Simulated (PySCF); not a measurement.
Compound: C8H11As.
Bonds: C1–As2, As2–C3, C3–C4, C4–C5 (aromatic), C5–C6 (aromatic), C6–C7 (aromatic), C7–C8 (aromatic), C8–C9 (aromatic), C4–C9 (aromatic). Hydrogens: H10, H11, H12 on C1; H13 on As2; H14, H15 on C3; H16 on C5; H17 on C6; H18 on C7; H19 on C8; H20 on C9.

Computed, not measured: PBE0-D3(BJ)/def2-SVP geometry optimisation, gas phase in PySCF 2.14.0.

Question: List the bond lengths, angles and torsions at this level.

Answer: 
| bond | length (Å) |
| --- | --- |
| C1–As2 | 1.966 |
| As2–C3 | 1.995 |
| C3–C4 | 1.496 |
| C4–C5, C4–C9 | 1.402 |
| C5–C6, C8–C9 | 1.393 |
| C6–C7, C7–C8 | 1.394 |
| C1–H10, C1–H11, C1–H12 | 1.099 |
| As2–H13 | 1.530 |
| C3–H14, C3–H15 | 1.100 |
| C5–H16, C9–H20 | 1.094 |
| C6–H17, C8–H19 | 1.093 |
| C7–H18 | 1.093 |

Bonds in one row agree within 0.01 Å and their mean is given. A selection of angles:
| angle | degrees |
| --- | --- |
| As2–C1–H10 | 112.4 |
| As2–C1–H11 | 108.2 |
| As2–C1–H12 | 109.2 |
| H10–C1–H11 | 109.2 |
| H11–C1–H12 | 108.5 |
| C1–As2–C3 | 97.0 |
| C1–As2–H13 | 95.7 |
| C3–As2–H13 | 94.9 |
| As2–C3–C4 | 110.3 |
| As2–C3–H14 | 106.4 |
| As2–C3–H15 | 109.3 |
| C4–C3–H14 | 111.3 |
| H14–C3–H15 | 108.1 |
| C3–C4–C5 | 121.0 |
| C5–C4–C9 | 118.1 |
| C4–C5–C6 | 121.0 |
| C4–C5–H16 | 119.2 |
| C6–C5–H16 | 119.8 |
| C5–C6–C7 | 120.2 |
| C5–C6–H17 | 119.7 |
| C7–C6–H17 | 120.1 |
| C6–C7–C8 | 119.4 |
| C6–C7–H18 | 120.3 |

Torsions: C1–As2–C3–C4 -69° (synclinal); As2–C3–C4–C5 105° (anticlinal). The mirror-image conformer, all signs reversed, is as good.

Of the pairs four or more bonds apart, H15···H16 is among the closest relative to their van der Waals radii: 2.39 Å, 100 % of the sum of Bondi's values. The As–C distances run from 1.966 Å (C1–As2, drawn single) to 1.995 Å (As2–C3, drawn single), a spread of 0.029 Å. The 7 C–C bonds span 1.392 Å (C8–C9, aromatic) to 1.496 Å (C3–C4, drawn single), a spread of 0.104 Å. As2 (arsenic bonded to 2 C and H) is pyramidal (angles 97.0°, 95.7° and 94.9°, sum 287.6°, 0.92 Å off the plane of its three neighbours). The 6-membered ring C4–C5–C6–C7–C8–C9 has internal angles of 118.1° to 121.0° (sum 720°, against 720° for a flat polygon); it is planar, 0.00 Å rms from its mean plane, widest ring torsion 0°.

Point group: C1 (no symmetry element, even within 0.4 Å). Not checked by PBE0-D3(BJ)/def2-SVP frequencies. The numbers are those of one conformer.

The run took 2.9 min on one thread, Arm Neoverse V2 (aarch64), no GPU, on a shared host, and the process peaked at 1.0 GiB of memory. That covers the optimisation of the geometry.
